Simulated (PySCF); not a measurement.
**Electron correlation in Cl²⁺ (chlorine, charge +2)**

[Ne] 3s2 3p3, high-spin 4S determinant. Calculation: PySCF 2.14, in dyall-av2z; the non-relativistic Hamiltonian (point nucleus). Frozen: [Ne]; 5 electrons correlated; the 16 highest virtual orbitals of each spin left out.

MP2 pair energies summed by pair of shells (mhartree):

```
 pair  energy  share (%)
3s-3p  -50.16       65.3
3p-3p  -18.62       24.2
3s-3s   -8.02       10.4
```

Total MP2 correlation energy: -76.80 mhartree.

Same-spin part -20.77 and opposite-spin part -56.03 mhartree; SCS-MP2 scales them by 1/3 and 6/5 to -74.16 mhartree.
